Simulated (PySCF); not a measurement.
Br$_{2}$Sn, charge -1, doublet, geometry from GFN2-xTB (such geometries of metal compounds can be far from the true shape) (a state made from the parent by changing its charge; the spin is typed, not shown lowest) (core potentials on Sn) (in this run its highest filled SCF level lies above zero, so its values depend strongly on the basis, on diffuse functions most of all). Base run: SCAN/def2-SVP in PySCF.

PySCF was given this input:
```python
from pyscf import gto, scf, dft

mol = gto.M(
    atom='''
Sn   -0.02244143   -0.00204099    0.97474374
Br    1.10204448    1.79652393   -0.66748366
Br   -1.06998529   -1.79360823   -0.72500739
''',
    basis='def2-svp',
    ecp={'Sn': 'def2-svp'},
    charge=-1,
    spin=1,
    verbose=4,
)

mf = dft.UKS(mol)
mf.xc = 'scan'
mf.kernel()
```

The base run was repeated with changes; each row names its change, and settings that it needs were set with it.

| change | ΔE vs base (mEh) | grid points | electrons on the grid |
|---|---|---|---|
| base | 0.000 | 62808 | 92.99998 |
| grids.level = 4 | -12.566 | 92504 | 93.00000 |
| grids.becke_scheme = stratmann | -0.018 | 62808 | 92.99999 |
| small_rho_cutoff = 0 | 0.000 | 62808 | 92.99998 |
| grids.atom_grid = (50, 194) | 171.7 | 18424 | 92.99999 |
| grids.level = 7 | -21.137 | 264328 | 93.00000 |
| grids.atom_grid = (75, 302) | 30.408 | 39440 | 92.99998 |
| grids.radi_method = gauss_chebyshev | 12.513 | 61776 | 92.99998 |
| grids.level = 5 | -23.362 | 136480 | 93.00000 |
| grids.level = 1 | 55.800 | 22696 | 93.00000 |
| grids.level = 2 | 30.472 | 40192 | 92.99998 |

Open shells are given as the SCF converged; they aren't shown to be the lowest states, and a large step between rows can be another state.
